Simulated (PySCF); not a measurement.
**Working out the ionisation energy of Tl²⁺**

Tl²⁺ [Xe] 4f14 5d10 6s1 (2S) → Tl³⁺ [Xe] 4f14 5d10 (1S). All numbers are calculated (PySCF 2.14, the spin-free X2C one-electron Hamiltonian (Gaussian nucleus), in x2c-TZVPPall (11s7p6d3f, 83 functions)). Frozen: [Kr] 4d10 4f14. Energies in hartree (1 hartree = 27.21139 eV):

```
            part   Tl²⁺ (lower)   Tl³⁺ (upper)
             UHF  -20242.655422  -20241.618449
CCSD correlation      -0.385842      -0.336659
             (T)      -0.006531      -0.004746
```

What does Hartree-Fock give?

(-20241.618449) − (-20242.655422) = 1.036973 hartree = 28.217 eV.

What do CCSD and CCSD(T) give?

The CCSD correlation energies differ by 0.049183 hartree = 1.338 eV and the triples by 0.001785 hartree = 0.049 eV, so CCSD gives 29.555 eV and CCSD(T) 29.604 eV.

Measured between the centres of the two terms (NIST): 29.852 eV, so CCSD(T) (valence and next inner shell) is off by -0.248 eV.

What remains against the reference includes basis incompleteness, the frozen core and higher excitations.
